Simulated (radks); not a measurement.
All-electron atom: Ca in [Ar] 4s2 (the NIST ground configuration). Method: scalar-relativistic Kohn-Sham, r2SCAN, spin-unpolarised, spherical densities, finite nucleus; meta-GGA in the generalised Kohn-Sham scheme; Fermi nuclear charge, rms radius 3.4776 fm; computed with a radial shooting solver on a logarithmic mesh with Libxc functionals.

Normalised radial functions P(r) = r R(r), r in bohr:

r	1s	2s	3p
0.004328	0.7135	0.2079	0.0016
0.006508	1.0228	0.2977	0.0035
0.009787	1.4343	0.4162	0.0076
0.01472	1.9465	0.5611	0.0163
0.02231	2.5257	0.7164	0.0344
0.03355	3.0262	0.8248	0.0691
0.05045	3.2462	0.7923	0.1318
0.07587	2.9541	0.4869	0.2317
0.1141	2.1061	-0.1749	0.3607
0.1716	1.0479	-1.0558	0.4634
0.258	0.3091	-1.6842	0.4175
0.388	0.0419	-1.5724	0.0955
0.5835	0.0018	-0.8524	-0.4544
0.8775	0.0000	-0.2368	-0.9008
1.32	0.0000	-0.0269	-0.8723
2	0.0000	-0.0008	-0.4679
3.008	0.0000	0.0000	-0.1338
4.524	0.0000	0.0000	-0.0193
6.803	0.0000	0.0000	-0.0009
10.23	0.0000	0.0000	0.0000

1s: eigenvalue -3967.5 eV, 0 radial nodes, <r> = 0.0769 bohr, 90 % of the charge inside 0.137 bohr. 2s: eigenvalue -421.12 eV, 1 radial node at r = 0.104 bohr, <r> = 0.363 bohr, 90 % of the charge inside 0.565 bohr. 3p: eigenvalue -28.953 eV, 1 radial node at r = 0.420 bohr, <r> = 1.27 bohr, 90 % of the charge inside 1.96 bohr.
